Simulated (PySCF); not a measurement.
Start geometry of `[SiH2](O)N[SiH3]` from a GFN2-xTB structure with every atom displaced at random (by about 0.01 Å) (Å):
```
atom  x, y, z in Å
O1    -2.4949   -0.3853    0.6758
Si2   -1.0808   -0.7562    0.0257
N3     0.1086    0.3491    0.6028
Si4    1.8030    0.5267    0.0893
H5    -2.8780    0.5112    0.5645
H6    -1.0660   -0.6148   -1.4285
H7    -0.9097   -2.1201    0.5097
H8    -0.0351    0.6986    1.5383
H9     1.7444    0.6797   -1.3410
H10    2.5904   -0.6380    0.4655
H11    2.2562    1.7233    0.7767
```

Question: What comes out of this run: PBE0-D3(BJ)/def2-SVP geometry optimisation, gas phase in PySCF?

Answer: 
```
atom  x, y, z in Å
O1    -2.5099    0.1376    0.3873
Si2   -1.1535   -0.7869    0.1072
N3     0.2841   -0.1740    0.8616
Si4    1.6803    0.5742    0.1379
H5    -2.4856    1.0412    0.0586
H6    -0.8344   -0.8634   -1.3492
H7    -1.5180   -2.1105    0.6761
H8     0.3045   -0.2467    1.8768
H9     1.4331    0.6474   -1.3318
H10    2.9339   -0.2029    0.3900
H11    1.9049    1.9583    0.6637
```

The energy falls by 8.0 kcal/mol over 19 energy and gradient evaluations, the largest force component goes from 0.0513 to 3.1e-04 Eh/bohr, and the atoms move by 0.573 Å rms after alignment. The bond that changes most is O1–Si2 (silanol oxygen to oxygen-bound silicon), which lengthens by 0.065 Å. Bonds longer at the end by more than 0.005 Å: 8 of 10; shorter: 2. Among the angles that change most is N3–Si4–H11, from 104.1° to 111.8°. Among the dihedrals that turn most is H6–Si2–N3–Si4, from -51° to 14°. Rotational constants go from 17117, 1844, 1743 to 12566, 1913, 1835 MHz. The orientation of the end geometry is arbitrary; only internal coordinates are fixed.

The run used 99 basis functions and 121 SCF cycles in all.

No frequency check. One conformer, not necessarily the lowest.
